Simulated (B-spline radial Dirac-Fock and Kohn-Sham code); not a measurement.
**Cu⁵⁺: photoemission with 689 eV photons**

System: Cu⁵⁺ in the configuration 1s2 2s2 2p6 3s2 3p6 3d6.

These are calculated numbers from a radial B-spline solver; the model is the independent-particle Dirac-Slater model, thresholds from Dirac-Fock. The asymmetry parameter β is from the dipole term alone. Kinetic energies are from the vacuum level. Open shells are spread statistically over j, without multiplet splitting.

The last column is dσ/dΩ = σ/(4π) · [1 − (β/2) P₂(cos θ)] at θ = 90° from the beam of unpolarised light.

```tsv
subshell	electrons	binding (eV)	kinetic (eV)	σ (kb)	β	dσ/dΩ (kb/sr)
3s	2	233.1	455.9	56.5	2.00	6.75
3p1/2	2	184.4	504.6	69.1	1.62	7.72
3p3/2	4	181.6	507.4	136	1.63	15.3
3d3/2	2.4	106.7	582.3	36.3	1.20	3.76
3d5/2	3.6	106.4	582.6	53.6	1.19	5.54
```

Branching ratios of the spin-orbit partners (statistical value in brackets): 3p 1.97 (2.00), 3d 1.48 (1.50).
